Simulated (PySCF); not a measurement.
**Tantalum: a sound run and one with changed settings**

Sound run: Ta²⁺ [Xe] 4f14 5d3, Ta³⁺ [Xe] 4f14 5d2. Computed with PySCF 2.14 in def2-TZVP with the def2 core potential (60 electrons) (6s4p3d1f, 40 functions), with scalar relativity through the core potential. In the sound run the correlated levels freeze 5s2 5p6 outside the core potential. The sound run starts from symmetry-adapted Hartree-Fock orbitals and uses a fine grid where one is needed.

Changed run: all electrons correlated in a basis built for the valence shell.

```tsv
species	method	sound run (hartree)	changed run (hartree)	converged
Ta²⁺	MP2	-55.57050	-55.71231	yes
Ta³⁺	MP2	-54.71511	-54.84911	yes
```

Ionisation energy of Ta²⁺:

| method | sound run (eV) | changed run (eV) |
| --- | --- | --- |
| UHF | 23.069 | 23.069 |
| MP2 | 23.276 | 23.489 |
| SCS-MP2 | 23.138 | 23.337 |

A valence basis has no tight correlating functions, so it recovers only part of the core correlation, and not evenly between atom and ion.

For comparison, NIST gives 23.1 ± 1.6 eV between the lowest levels.
